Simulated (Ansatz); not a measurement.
Cost and result for the atomization energy of GeH8SSi2, SMILES `[SiH3][SiH2][S][GeH3]` (12 atoms, 11 bonds).

```json
{"atom": "Si1", "x (Å)": "1.1838", "y (Å)": "1.5005", "z (Å)": "0.8780"}
{"atom": "Si2", "x (Å)": "-0.1133", "y (Å)": "-0.3957", "z (Å)": "1.3274"}
{"atom": "S3", "x (Å)": "0.2219", "y (Å)": "-1.9454", "z (Å)": "-0.1111"}
{"atom": "Ge4", "x (Å)": "-0.9186", "y (Å)": "-1.0965", "z (Å)": "-1.8242"}
{"atom": "H5", "x (Å)": "0.9394", "y (Å)": "2.5535", "z (Å)": "1.9019"}
{"atom": "H6", "x (Å)": "2.6239", "y (Å)": "1.1315", "z (Å)": "0.8945"}
{"atom": "H7", "x (Å)": "0.8443", "y (Å)": "2.0536", "z (Å)": "-0.4602"}
{"atom": "H8", "x (Å)": "-1.5595", "y (Å)": "-0.0383", "z (Å)": "1.3659"}
{"atom": "H9", "x (Å)": "0.2702", "y (Å)": "-0.9766", "z (Å)": "2.6410"}
{"atom": "H10", "x (Å)": "-0.8352", "y (Å)": "-2.1552", "z (Å)": "-2.9293"}
{"atom": "H11", "x (Å)": "-2.3741", "y (Å)": "-0.8545", "z (Å)": "-1.3970"}
{"atom": "H12", "x (Å)": "-0.2829", "y (Å)": "0.2230", "z (Å)": "-2.2869"}
```

The species carries charge 0 and has multiplicity 1. Correlated methods include outer-core shells of Ge, which these sets cover unevenly. Scalar relativity is left out up to krypton. The geometry is a stationary point of PBE0-D4/def2-TZVP. It is one conformer, not always the lowest. Program: Ansatz. All runs use 4 threads of an Arm Neoverse V2 on a shared host. Times are those of one run each, without the atoms' runs, and a repeat can differ threefold. Electronic energies, without spin–orbit coupling; frozen cores. CCSD(T)/CBS adds CCSD(T) − MP2 in def2-TZVPP to the MP2 limit, and its time is that of the two runs behind it. T1 = 0.012. With those shells the extrapolation isn't a true limit. B3LYP takes the VWN-RPA correlation (the form of Gaussian; ORCA's B3LYP/G).

CCSD(T)/CBS is a level of theory with its own doubt, some kJ/mol a heavy atom from the limit and from the frozen cores, so smaller differences don't rank the functionals.

| level | functions | wall time | atomization (kJ/mol) | difference from CCSD(T)/CBS | per bond |
| --- | --- | --- | --- | --- | --- |
| PBE-D4/def2-TZVPP (with forces) | 286 | 3.5 s | 3359.0 | -55.2 | -5.0 |
| PBE0-D4/def2-TZVPP | 286 | 5.5 s | 3358.7 | -55.5 | -5.0 |
| r2SCAN-D4/def2-TZVPP (with forces) | 286 | 7.5 s | 3406.8 | -7.4 | -0.7 |
| B3LYP-D4/def2-TZVPP (with forces) | 286 | 8 s | 3385.4 | -28.8 | -2.6 |
| B2PLYP/def2-TZVPP | 286 | 8.5 s | 3334.1 | -80.1 | -7.3 |
| ωB97X-V/def2-TZVPP | 286 | 12 s | 3441.8 | 27.6 | 2.5 |
| ωB97M-V/def2-TZVPP (with forces) | 286 | 18 s | 3396.0 | -18.2 | -1.7 |
| MP2/def2-QZVPP | 539 | 35 s | 3341.6 | -72.6 | -6.6 |
| CCSD(T)/def2-TZVPP | 286 | 5 min | 3330.1 | -84.1 | -7.6 |
| CCSD(T)/CBS(def2) | – | 5.5 min | 3414.2 | 0.0 | 0.0 |

In def2-TZVPP, CCSD(T) changes the Hartree–Fock value by +782.3 kJ/mol (the triples alone add +36.5 kJ/mol) and MP2 by +744.5 kJ/mol; breaking electron pairs costs correlation energy, which Hartree–Fock lacks. The D4 term adds +54.0 kJ/mol with B3LYP and +28.7 kJ/mol with PBE0; it sums over pairs of atoms, weighted by their polarisabilities, and B3LYP, whose exchange is more repulsive, gets the larger term. From PBE to PBE0 (25 % exact exchange), in def2-TZVPP and without D4, the atomization energy moves by +4.2 kJ/mol.
